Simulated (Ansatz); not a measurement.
Ansatz (a first-principles code) input (B3LYP-D3(BJ)/def2-TZVP):

Ansatz 0.2 input:
```yaml
crystal:
  periodic: [false, false, false]
  atoms:
    - {symbol: Mg, position_ang: [-0.01528217, -0.00614747, -0.00948195]}
    - {symbol: Cl, position_ang: [1.53598550, 0.38947049, -1.47603014]}
    - {symbol: Cl, position_ang: [-1.56226736, -0.37632410, 1.46773197]}
basis:
  gaussian:
    orbitals: def2-TZVP
hamiltonian:
  xc: b3lyp
  dispersion: d3bj
total_charge: 1
magnetization: {spin_polarized: true, initial_magnetization: 1}
relax: {f_tol: 0.002, max_steps: 150}
```

End of the output:

```
integrals: 0.04 GiB planned
814 factors; their error is unknown
mean field: 0.47 GiB planned
mean field evaluation 160: about -30484.9988 eV, gradient 7.1e-2 eV
mean field evaluation 192: about -30484.9913 eV, gradient 2.8e-4 eV
mean field evaluation 224: about -30485.0767 eV, gradient 1.2e-5 eV
mean field evaluation 256: about -30484.9979 eV, gradient 4.4e-1 eV
mean field -30485.07673615 eV, -1120.3059065262 hartree, gradient 4.5e-11 eV, S^2 0.755452; 12 other end points of the search recorded, 0 dependent functions left out
the calculation of the forces begins
reference -30485.07697542 eV, -1120.3059153193 hartree; 23, 22 occupied and 83, 84 virtual orbitals, 814 factors
Total energy: -30485.19764747 eV, -1120.3103499353 hartree
Atom 0 at    -0.014337    -0.000705    -0.007233 Å, force    -0.000002     0.000471     0.000286 eV/Å
Atom 1 at     1.589605     0.400119    -1.528550 Å, force    -0.000169    -0.000277     0.000018 eV/Å
Atom 2 at    -1.616832    -0.392415     1.518003 Å, force     0.000170    -0.000194    -0.000304 eV/Å
Dipole moment:    -0.000713    -0.004387    -0.001868 e Å
```
